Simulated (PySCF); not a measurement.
# Simulated absorption spectrum

CH8B2OSi.
SMILES: `BOBC[SiH3]`

Computed with TDDFT PBE0/def2-SVPD, vertical, gas phase, core orbitals frozen in the response in PySCF 2.14.0, density-fitted response routines. The structure is a single PBE0-D3(BJ)/def2-SVP conformer in the gas phase; no vibrational or solvent corrections.

Computed states:

```
state  E (eV)       f
   S1    5.96  0.0015
   S2    6.40   0.031
   S3    6.97   0.012
   S4    7.05   0.411
   S5    7.73  0.0003
   S6    7.78   0.033
```

Broadening: Gaussians 0.25 eV wide at half height, area fixed by f = 4.319×10⁻⁹ ∫ε dν̃. The width is an assumption, not a result. The curve ends short of the highest state used, and states not computed would add to its high-energy end.

Question: What does the envelope look like, and where are its maxima?

Answer: 
(λ (nm), ε (L mol⁻¹ cm⁻¹)): (172.6, 20980), (174.3, 38216), (176.0, 45236), (177.8, 34815), (179.5, 18432), (181.2, 6870), (182.9, 1855), (184.6, 408), (186.3, 238), (188.0, 613), (189.7, 1451), (191.4, 2527), (193.1, 3259), (194.8, 3158), (196.5, 2336), (198.2, 1338), (199.9, 610), (201.6, 245), (203.4, 127), (205.1, 131), (206.8, 159), (208.5, 167), (210.2, 144), (211.9, 102), (213.6, 60), (215.3, 29), (217.0, 12), (218.7, 4), (220.4, 1), (222.1, 0)

Maxima: 208 nm (5.96 eV), ε about 170, made up of S1 (100%); 194 nm (6.40 eV), ε about 3300, made up of S2 (100%); 176 nm (7.05 eV), ε about 45000, made up of S4 (98%) (ε in L mol⁻¹ cm⁻¹; maxima over ε = 5, shares over 10%).

Question: On this curve, what absorbance would a 10⁻⁴ mol/L sample give at 193 nm over a 1 cm path?

Answer: 193 nm is 6.424 eV, where ε is about 3200 L mol⁻¹ cm⁻¹, so A = ε c l ≈ 0.32 (Beer–Lambert, with the gas-phase spectrum and the assumed width).

Question: Coming from long wavelengths, where does ε first pass 100 L mol⁻¹ cm⁻¹?

Answer: At about 212 nm (5.85 eV), 0.11 eV below S1.

Question: What would ε be at 7.05 eV, the highest of these maxima, with half the width (0.125 eV)?

Answer: About 89400 L mol⁻¹ cm⁻¹ against 45300, a factor of about 1.97; a lone state at its own centre would give exactly 2.
